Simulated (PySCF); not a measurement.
**Question.** What does the PBE0-D3(BJ)/def2-SVP structure of InChI=1S/BGe2H8N/c1-4(2)3/h1H2,2-3H3 look like in three dimensions?

**Answer.** 
```
atom  x, y, z in Å
B1    -0.6573    1.7151   -0.6880
N2    -0.3851    0.3975   -0.2906
Ge3   -1.7417   -0.8491    0.0003
Ge4    1.3959   -0.1120   -0.0503
H5     0.2612    2.4923   -0.8678
H6    -1.8012    2.0846   -0.8538
H7    -1.6333   -1.3672    1.4473
H8    -1.5450   -2.0286   -0.9711
H9    -3.0809   -0.1431   -0.2404
H10    2.1520    0.0440   -1.3783
H11    2.0302    0.7612    1.0428
H12    1.3793   -1.5897    0.3857
```

Orientation and origin are arbitrary. Atoms count from 1 in this order. B1 (three-coordinate boron) is planar (angles 120.5°, 119.8° and 119.7°, sum 360.0°, 0.00 Å off the plane of its three neighbours). The 4 heavy atoms lie in one plane (0.000 Å rms). Ge3 (germanium bonded to N and 3 H) is tetrahedral (angles from 107.6° to 111.4°). N2 (boron-bound nitrogen) is planar (angles 122.1°, 119.4° and 118.5°, sum 360.0°, 0.00 Å off the plane of its three neighbours).

Bonds between heavy atoms (Å): B1–N2 1.403, N2–Ge3 1.865, N2–Ge4 1.868.

Theory: PBE0-D3(BJ)/def2-SVP geometry optimisation, gas phase in PySCF.

Not checked by PBE0-D3(BJ)/def2-SVP frequencies.
